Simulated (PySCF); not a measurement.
MoO2FBr, SMILES [O]=[Mo](=[O])([F])[Br], multiplicity 1.

The structure is a stationary point at PBE-D3(BJ)/def2-SVP. The multiplicity is an assumed one; no other spin state was optimised. The structure was generated by enumeration; whether it is a known compound was not checked. The def2 effective core potentials stand for the cores of Mo; spin–orbit coupling is left out.

Calculation: PySCF 2.14.0 with PBE-D3(BJ)/def2-SVP.

Frequencies are harmonic and unscaled.

```
mode  ν (cm⁻¹)  IR (km/mol)  moving atoms (share of kinetic energy)
----  --------  -----------  --------------------------------------
1          131          1.6        F 61 %, Mo 15 %, Br 14 %, O 10 %
2          168          2.5                O 65 %, Mo 20 %, Br 11 %
3          218          1.2                 O 52 %, Br 36 %, F 10 %
4          230          3.9                          O 52 %, F 41 %
5          311         25.6        O 39 %, Mo 30 %, Br 21 %, F 10 %
6          375         16.6                         O 64 %, Mo 28 %
7          703         96.9                         F 81 %, Mo 18 %
8         1002        139.5                         O 81 %, Mo 19 %
9         1019         89.2                         O 88 %, Mo 12 %
```
